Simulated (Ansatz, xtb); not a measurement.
**Relaxing a trial structure of CH2BFO+**

The starting geometry of this gas-phase doublet was built from a drawn formula by distance geometry and a force field; its bonds are those of `[CH2+]B([O])F`.

```xyz
6

C     1.5451   -0.7231   -0.8840
B     0.6085   -0.4902    0.2599
F     0.8409   -1.0143    1.5694
O    -0.6766    0.2951    0.0306
H     1.3640   -0.3165   -1.8638
H     2.4496   -1.3116   -0.7625
```

Question: Where would you expect an optimisation with r2SCAN-D4/def2-SVP to take it?

Answer: A new bond forms, giving a structure given below by its coordinates. Distances that change by over a tenth: C1–B2 (1.50 → 1.85 Å), B2–F3 (1.43 → 1.25 Å), B2–O4 (1.52 → 1.29 Å). Contacts that close: C1–O4 (2.61 → 1.43 Å).

The energy falls by 2.89 eV over 23 steps:

```
step  E − E(last) (eV)
   1             2.892
   3             1.993
   6             1.926
   8             1.890
  11             1.704
  13             0.629
  16             0.065
  18             0.003
  21             0.000
  23             0.000
```

Final geometry (Å):

```yaml
atoms:
  - { symbol: C, position_ang: [1.3217, -0.6631, -1.0176] }
  - { symbol: B, position_ang: [0.6091, -0.5046, 0.6794] }
  - { symbol: F, position_ang: [0.8346, -0.3713, 1.9027] }
  - { symbol: O, position_ang: [0.0032, -0.6387, -0.4569] }
  - { symbol: H, position_ang: [1.6564, 0.2741, -1.4798] }
  - { symbol: H, position_ang: [1.7065, -1.6570, -1.2783] }
```

From the same start GFN2-xTB ends elsewhere, differing in C1–B2 (2.53 against 1.85 Å here).

The end wasn't checked by frequencies. Open shells are spin-unrestricted. Run with Ansatz 0.2.0, 2.2 min on 1 thread of Arm Neoverse V1, on a shared host.
